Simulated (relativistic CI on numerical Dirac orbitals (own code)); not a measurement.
**Radial parameters of Pd44+**

These numbers are calculated, not measured: Dirac-Coulomb-Breit CI, KLI orbitals optimised for each configuration, model QED, unscaled Slater integrals (own radial code, finite nucleus).

Slater integrals F^k, G^k are unscaled and averaged over j, outside the closed core (none); ζ comes from projecting the Hamiltonian with its Breit term on Σ l·s of the shell.

- 1s2s: G^0(1s,2s) = 241330 cm⁻¹; <r>(1s) = 0.03141, <r^2>(1s) = 0.001329, <r>(2s) = 0.1268, <r^2>(2s) = 0.01887 (bohr units).
- 1s2p: G^1(1s,2p) = 490970, ζ(2p) = 1.0838e+06 cm⁻¹; <r>(1s) = 0.03141, <r^2>(1s) = 0.00133, <r>(2p) = 0.1081, <r^2>(2p) = 0.01409 (bohr units).
- 1s3s: G^0(1s,3s) = 63162 cm⁻¹; <r>(1s) = 0.03138, <r^2>(1s) = 0.001327, <r>(3s) = 0.289, <r^2>(3s) = 0.09515 (bohr units).

Averages of the first 10 configurations, taken without configuration mixing, which lowers the lowest level and can move excited configurations by several eV; other configurations of the list can lie among them:

```json
{"Configuration": "1s²", "Parity": "even", "States": "1", "Average energy above the lowest level (eV)": "0.1"}
{"Configuration": "1s2s", "Parity": "even", "States": "4", "Average energy above the lowest level (eV)": "21573.0"}
{"Configuration": "1s2p", "Parity": "odd", "States": "12", "Average energy above the lowest level (eV)": "21755.4"}
{"Configuration": "1s3s", "Parity": "even", "States": "4", "Average energy above the lowest level (eV)": "25606.6"}
{"Configuration": "1s3p", "Parity": "odd", "States": "12", "Average energy above the lowest level (eV)": "25659.8"}
{"Configuration": "1s3d", "Parity": "even", "States": "20", "Average energy above the lowest level (eV)": "25695.6"}
{"Configuration": "1s4s", "Parity": "even", "States": "4", "Average energy above the lowest level (eV)": "27004.4"}
{"Configuration": "1s4p", "Parity": "odd", "States": "12", "Average energy above the lowest level (eV)": "27026.6"}
{"Configuration": "1s4d", "Parity": "even", "States": "20", "Average energy above the lowest level (eV)": "27041.7"}
{"Configuration": "1s4f", "Parity": "odd", "States": "28", "Average energy above the lowest level (eV)": "27047.2"}
```
